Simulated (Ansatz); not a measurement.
One change: `O[SiH]1[NH][AlH]1` becomes `[OH][SnH]1[NH][AlH]1`.

Ansatz, PBE0-D4/def2-TZVP geometries, multiplicity 1. Each molecule was computed in one conformer, which needn't be the lowest.

Elements past krypton have def2 core potentials.

```tsv
property	`O[SiH]1[NH][AlH]1`
HOMO–LUMO gap (PBE0/def2-TZVPP) / eV	5.24
zero-point energy (PBE0-D4/def2-TZVP) / kJ/mol	119.5
HOMO–LUMO gap (PBE/def2-TZVPP) / eV	3.48
size of the dipole moment (PBE/def2-TZVPP) / D	0.89
LUMO energy (B3LYP/def2-TZVPP) / eV	-1.20
LUMO energy (ωB97M-V/def2-TZVPP) / eV	0.64
```

What does the change do to each property? (Best estimate.)

The calculation gave: 
```json
{"property": "HOMO–LUMO gap (PBE0/def2-TZVPP) / eV", "`[OH][SnH]1[NH][AlH]1`": "5.22", "shift": "-0.02"}
{"property": "zero-point energy (PBE0-D4/def2-TZVP) / kJ/mol", "`[OH][SnH]1[NH][AlH]1`": "109.8", "shift": "-9.7"}
{"property": "HOMO–LUMO gap (PBE/def2-TZVPP) / eV", "`[OH][SnH]1[NH][AlH]1`": "3.47", "shift": "-0.01"}
{"property": "size of the dipole moment (PBE/def2-TZVPP) / D", "`[OH][SnH]1[NH][AlH]1`": "2.50", "shift": "1.61"}
{"property": "LUMO energy (B3LYP/def2-TZVPP) / eV", "`[OH][SnH]1[NH][AlH]1`": "-1.62", "shift": "-0.42"}
{"property": "LUMO energy (ωB97M-V/def2-TZVPP) / eV", "`[OH][SnH]1[NH][AlH]1`": "0.29", "shift": "-0.35"}
```

Dipoles are sizes alone; their direction can turn.

B3LYP here is the variant with VWN-RPA as its local correlation; programs differ in this.
